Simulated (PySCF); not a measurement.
# HI and its ions

r²SCAN; H aug-cc-pVDZ, I aug-cc-pVDZ-PP with ECP28; scalar-relativistic core potentials (PySCF 2.14). Neutral (UKS): singlet (closed shell), Re = 1.622 Å, ωe = 2315 cm⁻¹, De = 3.39 eV, HOMO -7.07 eV, LUMO -1.54 eV.

HI⁻ (UKS): doublet (σ ↑), Re = 2.385 Å, ωe = 527 cm⁻¹, De = 0.39 eV to H + I⁻. The energies at the minima are -296.41978 hartree for HI and -296.43180 for HI⁻.

(1) Work out the adiabatic electron affinity, without and with harmonic zero-point energies (1 hartree = 27.2114 eV, 1 eV = 8065.5 cm⁻¹), and the change of the bond length.

Weak bonds: HI⁻. Basis-set superposition, not corrected here, can be much of De in a small basis, most of all at correlated wavefunction levels. These are scalar-relativistic numbers at best; spin–orbit coupling would shift them, the dissociation energy most. For an ion De counts to the pair picked by the measured ionisation energies or electron affinities, which need not be the lowest pair at this level. The highest Kohn–Sham level is positive in this anion. Much of that is self-interaction error, but it also means that the finite basis helps to hold the extra electron. States were picked by a PBE0 search and need not be the measured ground states.

Answers

(1) At r²SCAN: 0.01202 hartree = 0.327 eV between the minima; the zero-point term (2315.0 − 527.0)/2 cm⁻¹ = +0.111 eV makes it 0.438 eV. Re changes by +76.3 pm against the neutral. The electron enters a σ orbital, and the ion is left as a loose complex of an ion and an atom.
